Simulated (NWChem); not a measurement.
System: C$_{3}$H$_{3}$O$_{3}$, doublet; SMILES O=C1O[CH]CO1

```xyz
9

O     -0.0391    -1.9982     0.0243
C     -0.0150    -0.8160     0.0039
O      1.1251    -0.0626     0.0275
C      0.8023     1.2545    -0.0904
C     -0.6829     1.3581    -0.0101
O     -1.0817    -0.0021    -0.0450
H      1.5458     1.9712     0.2552
H     -1.0519     1.8246     0.9243
H     -1.1437     1.8954    -0.8576
```
Atoms are numbered in this order, from 1.

All runs: NWChem. Pople sets run with spherical d functions. Spin-unrestricted. The geometry was optimised at PBE0/def2-SVP, spin-unrestricted. Not confirmed as a minimum by frequencies. No stability test was run on the SCF state. Level: PBE/6-31G* with SMD (1 M gas to 1 M solution), gas-phase geometry. Reactions with the solvent are ignored.

```
solvent        dielectric constant  solvation free energy (kcal/mol)  cavity-dispersion-structure term (kcal/mol)  dipole in solution (D)
-------------  -------------------  --------------------------------  -------------------------------------------  ----------------------
water                         78.4                              -3.5                                          5.4                    5.86
diethyl ether                 4.24                              -5.7                                         -1.4                       ?
ethyl acetate                 5.99                              -5.8                                         -1.1                    5.20
1,4-dioxane                   2.21                              -3.7                                         -0.8                    4.85
1-propanol                    20.5                              -3.8                                          4.4                    5.71
```

**Question.** Complete the blanks.

**Answer.** 
- diethyl ether, dipole in solution (D): 5.11
